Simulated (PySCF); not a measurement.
Mo(NH)2(Cl)2 (Cl2H2MoN2), SMILES [Cl][Mo](=[NH])(=[NH])[Cl], multiplicity 1.

Coordinates come from a PBE0-D3(BJ)/def2-SVP optimisation. The multiplicity is an assumed one; no other spin state was optimised. The structure was generated by enumeration; whether it is a known compound was not checked. The def2 effective core potentials stand for the cores of Mo; spin–orbit coupling is left out.

Two levels are set side by side: PBE/def2-TZVP (PySCF) and r2SCAN/def2-TZVP (PySCF). Same geometry, gas phase. Differences are taken from unrounded values.

```json
[
 {"quantity": "orbital gap (eV)", "r2SCAN": "3.93"},
 {"quantity": "highest occupied level (eV)", "r2SCAN": "-7.38"},
 {"quantity": "lowest empty level (eV)", "r2SCAN": "-3.45"},
 {"quantity": "dipole moment (D)", "r2SCAN": "3.42"},
 {"quantity": "mean polarisability (bohr³)", "r2SCAN": "79.4"}
]
```

Task: What does PBE give, and how far is it from r2SCAN? (The exact figures need the calculation; the answer reports its results.)

Result: 
| quantity | PBE | PBE minus r2SCAN |
|---|---|---|
| orbital gap (eV) | 3.59 | -0.34 |
| highest occupied level (eV) | -7.06 | 0.32 |
| lowest empty level (eV) | -3.46 | -0.01 |
| dipole moment (D) | 3.31 | -0.11 |
| mean polarisability (bohr³) | 81.1 | 1.7 |

Rough cost on one machine, each run with all the roots and properties that it gave: r2SCAN against PBE about 3 times.
